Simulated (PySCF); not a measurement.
Electric field gradients and quadrupole coupling constants

Compound: C4H8FNSi2.
Geometry (GFN2-xTB, Å), atoms numbered from 1 in this order:
```
atom  x, y, z in Å
N1    -0.9261    2.1752    1.0610
C2    -1.5572    1.4727    0.2379
C3    -1.1487    0.1784   -0.3981
Si4   -2.0292   -1.2529    0.5589
C5     0.2741   -0.0217   -0.3469
C6     1.4708   -0.1319   -0.2291
Si7    3.2945   -0.2996   -0.0720
F8     3.5871   -0.8384    1.4201
H9     0.0007    1.8212    1.3012
H10   -2.5488    1.8213   -0.0395
H11   -1.4918    0.1586   -1.4369
H12   -1.5733   -1.2253    1.9449
H13   -1.6637   -2.5012   -0.1085
H14   -3.4691   -1.0084    0.4629
H15    3.9613    0.9929   -0.1409
H16    3.8119   -1.3318   -0.9589
```

Field gradients from the PBE0/pcSseg-1 density (PySCF, non-relativistic), principal values in atomic units, ordered |Vxx| ≤ |Vyy| ≤ |Vzz|:

```tsv
atom	Vxx	Vyy	Vzz
N1	0.2789	0.7301	-1.0091
```

Task: Find the asymmetry η = (Vxx − Vyy)/Vzz and the couplings χ = eQV/h (234.96 MHz × Q in barn × V in au), with Q(14N) = 0.02044 b.

Result: 
```csv
atom,environment,nucleus,η,χzz (MHz),χxx (MHz),χyy (MHz)
N1,imine nitrogen,14N,0.45,-4.846,1.340,3.507
```

The tensor is traceless: Vxx + Vyy + Vzz = 0.

Task: What is Vzz at N1 in SI units (1 au = 9.71736 × 10²¹ V/m²)?

Result: -1.0091 au = -9.805 × 10²¹ V/m².

Task: And the gradient at the other heavy atoms, for which no coupling is worked out here?

Result: 
```
atom                  environment  Vzz (au)     η
  C2                 imine carbon     0.379  0.57
  C3  sp3 carbon bound to silicon     0.129  0.49
 Si4                 SiH3 silicon     0.404  0.13
  C5                alkyne carbon    -0.358  0.20
  C6                alkyne carbon    -0.304  0.28
 Si7       fluorine-bound silicon     0.706  0.69
  F8       silicon-bound fluorine     1.325  0.05
```

Were the hydrogens deuterons (Q(2H) = 0.00286 b), χzz would run from 108 kHz (H14, H15, H13 and H16) to 252 kHz (H9).

Isolated species at its GFN2-xTB geometry (one conformer only). GFN2-xTB bond lengths can be off by several hundredths of an ångström, more for odd bonds, and the gradients follow them. A larger basis could move these couplings by a tenth or more.

The run behind these numbers computed NMR shieldings as well. On one thread of an Arm Neoverse N1, shared host, this took 58 s and 0.89 GiB of memory at its peak.
